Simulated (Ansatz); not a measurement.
Basis-set series for `BrB1CC1Br`. The species carries charge 0 and has multiplicity 1. The geometry is a stationary point of PBE0-D4/def2-TZVP.

Z-matrix (Å, degrees):
```
C
B 1 1.517
C 1 1.545 2 59.4
H 1 1.087 2 119.0 3 108.0
H 1 1.087 2 122.1 3 -101.2
Br 2 1.863 1 150.1 3 -169.9
Br 3 1.919 1 118.5 2 106.8
H 3 1.083 1 116.9 2 -116.1
```

```tsv
functional	basis	functions	energy (Eh)	HOMO (eV)	LUMO (eV)
PBE0-D4	def2-TZVPP	231	-5250.48335	-7.23	-2.03
PBE0-D4	def2-QZVPP	439	-5250.59397	-7.24	-2.05
ωB97M-V	def2-TZVPP	231	-5250.86711	-9.41	0.02
ωB97M-V	def2-QZVPP	439	-5250.97335	-9.43	-0.02
```

Give the rows for def2-SVP. (Estimate.)

The calculation gave: 
```
functional     basis  functions  energy (Eh)  HOMO (eV)  LUMO (eV)
   PBE0-D4  def2-SVP        121  -5249.75025      -7.12      -1.93
   ωB97M-V  def2-SVP        121  -5250.13185      -9.29       0.17
```

Positive LUMOs are unbound and depend on the basis. Scalar relativity is left out up to krypton.

Results of the Gaussian-basis code of Ansatz.
